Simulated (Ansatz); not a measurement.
(CsI)n off: r2SCANh-D4/def2-TZVP single points in Ansatz on relaxed structures, gas phase. Each cluster is the lowest isomer that a short search found in that spin, judged at the geometry's level, and lower ones may exist. Core potentials for Cs, I, no spin–orbit coupling. HOMO and LUMO are taken over both spins. Binding counts from free atoms in the multiplicity of their measured ground term, without zero-point energy. The structures are stationary points that may keep the symmetry of their start. Remarks come from the PBE and PBE0 runs and from stability tests at other levels; not every state was tested. HOMO above LUMO (over both spins in singlets and doublets, within one spin in higher multiplets; at PBE or PBE0), or a gap under 0.15 eV within one spin, warns that the state may not be the lowest or that an electron is smeared out.

| species | atoms | state | geometry | HOMO (eV) | LUMO (eV) | gap (eV) | binding per atom (eV) | lowest of the spins relaxed | point group (within 0.1 Å) | remarks |
| --- | --- | --- | --- | --- | --- | --- | --- | --- | --- | --- |
| Cs2I | 3 | doublet | PBE-D4/def2-TZVP | -2.31 | -1.34 | 0.97 | 1.45 | doublet, of doublet/quartet | C2v | – |
| Cs3I2 | 5 | doublet | PBE-D4/def2-SVP | -1.99 | -1.35 | 0.64 | 1.85 | – | D3h | – |
| Cs3I4 | 7 | doublet | PBE0-D4/def2-SVP | -5.19 | -4.15 | 1.04 | 2.12 | – | – | near-degenerate levels, gap within one spin near zero |

The gap (eV) runs from 0.64 (Cs3I2) to 1.04 (Cs3I4). The binding per atom (eV) runs from 1.45 (Cs2I) to 2.12 (Cs3I4).
